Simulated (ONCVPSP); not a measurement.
**Ti: one change to an ONCV potential, before and after**

| Property | Result |
| --- | --- |
| Element | Ti (Z = 22) |
| Generator | ONCVPSP 4.0.1 |
| Type | optimised norm-conserving Vanderbilt (ONCV) |
| Functional | PBEsol |
| Relativity | scalar-relativistic |
| Frozen core | [Ne] |
| Valence charge | 12 |
| Reference configuration | 3s2 3p6 3d2 4s2 |
| Partial waves | 3s+4s: rc 1.45 bohr, ncon 4, nbas 7, qcut 6.3 1/bohr, 3 projectors, debl 2.6 Ha; 3p: rc 1.40 bohr, ncon 4, nbas 8, qcut 9.8 1/bohr, 2 projectors, debl 1.2 Ha; 3d: rc 2.40 bohr, ncon 4, nbas 8, qcut 6.5 1/bohr, 2 projectors, debl 1.8 Ha |
| Local potential | polynomial inside 1.05 bohr (lpopt 5, dvloc0 2 Ha) |
| Core correction | Teter function, fcfact 4, rcfact 1.6 |

In the p channel the program set the typed energies aside and used -1.425, 0.250 Ha.

All-electron outer shells of the reference configuration (PBEsol, scalar-relativistic, ld1.x):

| shell | level (eV) | outermost node (bohr) | outermost maximum (bohr) |
| --- | --- | --- | --- |
| 2p | -443.92 | – | 0.22 |
| 3s | -62.45 | 0.40 | 0.87 |
| 3p | -38.77 | 0.37 | 0.90 |
| 4s | -4.48 | 1.24 | 2.92 |
| 3d | -4.27 | – | 0.98 |

Change: p: ncon 5, nbas 9.

Cutoffs: the cutoffs (Ha) at which the residual kinetic energy of the hardest occupied pseudo-wave falls to 1 and 0.1 mHa per electron; they do not see the model core or the augmentation charge, which bear on the density cutoff. Errors are all-electron minus pseudo energies relative to the spin-unpolarised reference configuration.

**Question.** How do hardness, ghosts and transferability respond?

**Answer.** The potential gets neither clearly harder nor softer (20 Ha and 51 Ha → 19 Ha and 51 Ha); the errors of the 4 common tests hardly move; neither file shows a bound ghost.

```tsv
quantity	base	changed
cutoff, loose	20 Ha	19 Ha
cutoff, tight	51 Ha	51 Ha
loose cutoff by channel	s 19 Ha, p 20 Ha, d 16 Ha	s 19 Ha, p 19 Ha, d 16 Ha
bound ghosts	none	none
GHOST(+) flags under 300 eV	none	none
error for 3s2 3p6 3d2 4s1, meV [ΔE 7.36 eV]	+0.7	+0.7
error for 3s2 3p6 3d2 4s0, meV [ΔE 20.83 eV]	+0.1	0.0
error for 3s2 3p6 3d1 4s0, meV [ΔE 47.73 eV]	+211	+210
error for 3s1 3p6 3d2 4s2, meV [ΔE 69.47 eV]	-378	-381
s: phases at 1.47 bohr within 0.05 rad from the reference energy up to (Ha; the scan ends near 5)	to the end of the scan	to the end of the scan
p: phases at 1.42 bohr within 0.05 rad from the reference energy up to (Ha; the scan ends near 5)	to the end of the scan	to the end of the scan
d: phases at 2.43 bohr within 0.05 rad from the reference energy up to (Ha; the scan ends near 5)	3.9	3.9
rms error of d²Exc/dni dnj with the model core, mHa	2.16	2.15
```
